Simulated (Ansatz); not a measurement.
One change: `O[Si](O)(O)Cl` becomes `C[SiH](O)[Si](O)(O)O`.

Ansatz, PBE0-D4/def2-TZVP geometries, multiplicity 1. Each molecule was computed in one conformer, which needn't be the lowest.

```tsv
property	`O[Si](O)(O)Cl`
HOMO energy (PBE/def2-TZVPP) / eV	-7.57
size of the dipole moment (ωB97M-V/def2-TZVPP) / D	0.64
size of the dipole moment (PBE/def2-TZVPP) / D	0.52
size of the dipole moment (B3LYP/def2-TZVPP) / D	0.63
LUMO energy (PBE0/def2-TZVPP) / eV	0.39
LUMO energy (B3LYP/def2-TZVPP) / eV	0.00
```

**Question.** What does the change do to each property? (An estimate is asked.)

**Answer.** Computed: 
```tsv
property	`C[SiH](O)[Si](O)(O)O`	shift
HOMO energy (PBE/def2-TZVPP) / eV	-6.18	1.39
size of the dipole moment (ωB97M-V/def2-TZVPP) / D	2.03	1.39
size of the dipole moment (PBE/def2-TZVPP) / D	1.93	1.41
size of the dipole moment (B3LYP/def2-TZVPP) / D	2.02	1.39
LUMO energy (PBE0/def2-TZVPP) / eV	0.13	-0.26
LUMO energy (B3LYP/def2-TZVPP) / eV	-0.10	-0.10
```

With PBE0 the HOMO rises by 1.65 eV and the LUMO falls by 0.26 eV, so the gap narrows by about 1.91 eV. PBE moves the HOMO by 1.39 eV and ωB97M-V by 1.87 eV. Dipoles are sizes alone; their direction can turn.

B3LYP here is the variant with VWN-RPA as its local correlation; programs differ in this.
